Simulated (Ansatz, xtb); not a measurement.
Two isomers of C3H7GeN

Structure X: `NCC#[C][GeH3]`, a singlet. Structure Y: `NC#C[CH2][GeH3]`, a singlet. Both are isolated molecules in the gas phase, relaxed with B3LYP/def2-SVP; the shapes shown needn't be the lowest conformers.

X (Å):

| atom | x (Å) | y (Å) | z (Å) |
| --- | --- | --- | --- |
| C | -0.0918 | -1.7230 | -1.2870 |
| C | -0.7847 | -0.4491 | -1.0720 |
| C | -1.3617 | 0.6026 | -0.8572 |
| Ge | -2.2583 | 2.2544 | -0.5519 |
| N | 1.3546 | -1.5469 | -1.4116 |
| H | 1.7361 | -1.1739 | -0.5416 |
| H | 1.7972 | -2.4542 | -1.5589 |
| H | -0.4685 | -2.1687 | -2.2255 |
| H | -0.4098 | -2.4177 | -0.4773 |
| H | -1.2398 | 3.4064 | -0.6348 |
| H | -3.3502 | 2.4479 | -1.6207 |
| H | -2.9042 | 2.2358 | 0.8467 |

Y (Å):

```xyz
12

C    -0.0729   -1.3999   -1.8964
C    -0.2443   -0.7296   -0.8951
C    -0.4793    0.0976    0.2769
Ge   -1.6935    1.6200   -0.1335
N     0.0780   -2.1889   -2.9858
H     0.9219   -2.7568   -2.9986
H    -0.0770   -1.7311   -3.8808
H     0.4546    0.5320    0.6753
H    -0.9475   -0.4716    1.0994
H    -1.9042    2.4642    1.1447
H    -3.0551    1.0873   -0.6231
H    -1.0663    2.5060   -1.2294
```

Quicker runs give these differences E(Y) − E(X): GFN2-xTB −4.1 kcal/mol; HF/STO-3G +8.8 kcal/mol (at GFN2-xTB geometries); r2SCAN-D4/def2-SVP −1.6 kcal/mol (at GFN2-xTB geometries).

Q: Which of the two would you expect CCSD(T)/def2-SVP + ΔMP2/def2-TZVPP electronic energies to favour?

A: Structure X; the calculation gives E(Y) − E(X) = +4.2 kcal/mol.

How the difference moves with the method:

```
                             level        geometry  E(Y) − E(X) (kcal/mol)  departure from the last row (kcal/mol)  job, with rough time for the two
                          GFN2-xTB        GFN2-xTB                      −4.1                                    −8.3              optimisation, 0.19 s
                         HF/STO-3G        GFN2-xTB                      +8.8                                    +4.6              single point, 0.92 s
                r2SCAN-D4/def2-SVP        GFN2-xTB                      −1.6                                    −5.8               single point, 7.8 s
                    B3LYP/def2-SVP  B3LYP/def2-SVP                      −1.2                                    −5.4             optimisation, 1.7 min
                       HF/def2-SVP  B3LYP/def2-SVP                      +2.8                                    −1.4           part of the CCSD(T) run
                      MP2/def2-SVP  B3LYP/def2-SVP                      +1.9                                    −2.3           part of the CCSD(T) run
                  CCSD(T)/def2-SVP  B3LYP/def2-SVP                      +2.8                                    −1.4                      single point
CCSD(T)/def2-SVP + ΔMP2/def2-TZVPP  B3LYP/def2-SVP                      +4.2                                                     single point, 1.9 min
```

As drawn, both hold the same kinds of bond in the same numbers.

GFN2-xTB, r2SCAN-D4/def2-SVP, B3LYP/def2-SVP put the two in the other order. The largest departure from CCSD(T)/def2-SVP + ΔMP2/def2-TZVPP is that of GFN2-xTB, 8.3 kcal/mol. The last row adds to CCSD(T) the change of the MP2 difference between the two basis sets, here +1.4 kcal/mol.

With thermal terms from frequencies at re-optimised GFN2-xTB minima (ideal gas, soft modes damped towards free rotors, one conformer each, 298.15 K, 1 atm): on the last row, ΔE + ΔZPE = +3.0, ΔH = +3.3, ΔG = +2.8 kcal/mol.

The correlated steps freeze 13 core orbitals; the filled d shell of Ge is correlated, in a basis made for valence electrons. Codes used: Ansatz 0.2.0, xtb 6.7.1; the last row on 2 threads of Arm Neoverse N1 on a shared host.
